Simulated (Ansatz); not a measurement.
Ansatz (an electronic-structure program) input for C2H4F2, SMILES CC(F)F, PBE-D3(BJ)/def2-SVP. 

Ansatz 0.2 input:
```yaml
crystal:
  periodic: [false, false, false]
  atoms:
    - {symbol: C, position_ang: [-1.36413942, 0.08731130, -0.00000001]}
    - {symbol: C, position_ang: [0.07062732, -0.35061046, 0.00000000]}
    - {symbol: F, position_ang: [0.70707221, 0.13476663, -1.09222883]}
    - {symbol: F, position_ang: [0.70707219, 0.13476663, 1.09222884]}
    - {symbol: H, position_ang: [-1.40517685, 1.18584453, -0.00000001]}
    - {symbol: H, position_ang: [-1.87691842, -0.29135170, -0.89459134]}
    - {symbol: H, position_ang: [-1.87691842, -0.29135170, 0.89459131]}
    - {symbol: H, position_ang: [0.19278669, -1.44914560, -0.00000000]}
basis:
  gaussian:
    orbitals: def2-SVP
hamiltonian:
  xc: pbe
  dispersion: d3bj
relax: {f_tol: 0.002, max_steps: 200}
```

It prints:

```
WARN ansatz: RAYON_NUM_THREADS=1 ignored (pool sized by the plan → 1); use --threads N
Functional definition: PBE
integrals: 0.02 GiB planned
844 factors; their error is unknown
mean field: 0.16 GiB planned
mean field evaluation 1: about -7554.0469 eV, gradient 4.8e1 eV
mean field evaluation 2: about -7550.1734 eV, gradient 6.0e1 eV
mean field evaluation 4: about -7559.3109 eV, gradient 1.3e0 eV
mean field evaluation 8: about -7559.2610 eV, gradient 4.3e-2 eV
mean field evaluation 16: about -7559.2610 eV, gradient 4.1e-5 eV
mean field -7559.26101860 eV, -277.7977185823 hartree, gradient 4.1e-5 eV, S^2 0.000000; 0 other end points of the search recorded, 0 dependent functions left out
the calculation of the forces begins
reference -7559.26104110 eV, -277.7977194094 hartree; 17, 17 occupied and 59, 59 virtual orbitals, 844 factors
relax step   1: F+E_penalty+E_count = -7559.36103349 eV  Δ(F+E_penalty+E_count) = +0.000e0 eV  max|allowed force component| = 6.403e-1 eV/Å  Δτ_max = 0.0000 Å  (26 SCF iters, accepted)
these checks for a lower state are left out or cut short: starts, cluster_reference, orbital_swaps, neighbouring_geometries, increment
integrals: 0.02 GiB planned
844 factors; their error is unknown
mean field: 0.16 GiB planned
mean field -7559.27841174 eV, -277.7983577687 hartree, gradient 1.7e-5 eV, S^2 0.000000; 0 other end points of the search recorded, 0 dependent functions left out
the calculation of the forces begins
reference -7559.27843431 eV, -277.7983585980 hartree; 17, 17 occupied and 59, 59 virtual orbitals, 844 factors
relax step   2: F+E_penalty+E_count = -7559.37816419 eV  Δ(F+E_penalty+E_count) = -1.713e-2 eV  max|allowed force component| = 2.498e-1 eV/Å  Δτ_max = 0.0123 Å  (31 SCF iters, accepted)
these checks for a lower state are left out or cut short: starts, cluster_reference, orbital_swaps, neighbouring_geometries, increment
integrals: 0.02 GiB planned
844 factors; their error is unknown
mean field: 0.16 GiB planned
mean field evaluation 32: about -7559.2813 eV, gradient 1.8e-5 eV
mean field -7559.28130490 eV, -277.7984640904 hartree, gradient 1.8e-5 eV, S^2 0.000000; 0 other end points of the search recorded, 0 dependent functions left out
the calculation of the forces begins
reference -7559.28132753 eV, -277.7984649217 hartree; 17, 17 occupied and 59, 59 virtual orbitals, 844 factors
relax step   3: F+E_penalty+E_count = -7559.38092587 eV  Δ(F+E_penalty+E_count) = -2.762e-3 eV  max|allowed force component| = 5.120e-2 eV/Å  Δτ_max = 0.0064 Å  (29 SCF iters, accepted)
these checks for a lower state are left out or cut short: starts, cluster_reference, orbital_swaps, neighbouring_geometries, increment
integrals: 0.02 GiB planned
844 factors; their error is unknown
mean field: 0.16 GiB planned
mean field -7559.28135232 eV, -277.7984658329 hartree, gradient 2.7e-5 eV, S^2 0.000000; 0 other end points of the search recorded, 0 dependent functions left out
the calculation of the forces begins
reference -7559.28137495 eV, -277.7984666645 hartree; 17, 17 occupied and 59, 59 virtual orbitals, 844 factors
relax step   4: F+E_penalty+E_count = -7559.38097120 eV  Δ(F+E_penalty+E_count) = -4.533e-5 eV  max|allowed force component| = 1.202e-2 eV/Å  Δτ_max = 0.0009 Å  (22 SCF iters, accepted)
these checks for a lower state are left out or cut short: starts, cluster_reference, orbital_swaps, neighbouring_geometries, increment
integrals: 0.02 GiB planned
844 factors; their error is unknown
mean field: 0.16 GiB planned
mean field -7559.28135264 eV, -277.7984658447 hartree, gradient 1.7e-5 eV, S^2 0.000000; 0 other end points of the search recorded, 0 dependent functions left out
the calculation of the forces begins
reference -7559.28137527 eV, -277.7984666764 hartree; 17, 17 occupied and 59, 59 virtual orbitals, 844 factors
relax step   5: F+E_penalty+E_count = -7559.38097536 eV  Δ(F+E_penalty+E_count) = -4.153e-6 eV  max|allowed force component| = 1.913e-3 eV/Å  Δτ_max = 0.0005 Å  (21 SCF iters, accepted)
integrals: 0.02 GiB planned
844 factors; their error is unknown
mean field: 0.16 GiB planned
mean field evaluation 64: about -7559.2814 eV, gradient 4.1e-5 eV
mean field -7559.28135264 eV, -277.7984658447 hartree, gradient 1.7e-5 eV, S^2 0.000000; 1 other end points of the search recorded, 0 dependent functions left out
the calculation of the forces begins
reference -7559.28137527 eV, -277.7984666764 hartree; 17, 17 occupied and 59, 59 virtual orbitals, 844 factors
Total energy: -7559.38099799 eV, -277.8021277436 hartree
Atom 0 at    -1.369072     0.088454    -0.000000 Å, force     0.000904    -0.001326    -0.000000 eV/Å
Atom 1 at     0.074595    -0.352802     0.000000 Å, force     0.000227     0.001913     0.000000 eV/Å
Atom 2 at     0.717606     0.138036    -1.107118 Å, force    -0.000615    -0.000605     0.000588 eV/Å
Atom 3 at     0.717606     0.138036     1.107118 Å, force    -0.000615    -0.000605    -0.000588 eV/Å
Atom 4 at    -1.410671     1.195097    -0.000000 Å, force     0.000374    -0.000085     0.000000 eV/Å
Atom 5 at    -1.887356    -0.292414    -0.900712 Å, force    -0.000326     0.000344     0.000280 eV/Å
Atom 6 at    -1.887356    -0.292414     0.900712 Å, force    -0.000326     0.000344    -0.000280 eV/Å
Atom 7 at     0.199054    -1.461764     0.000000 Å, force     0.000378     0.000020    -0.000000 eV/Å
Dipole moment:    -0.356317    -0.186974    -0.000000 e Å
```

The calculation finished and met its thresholds.
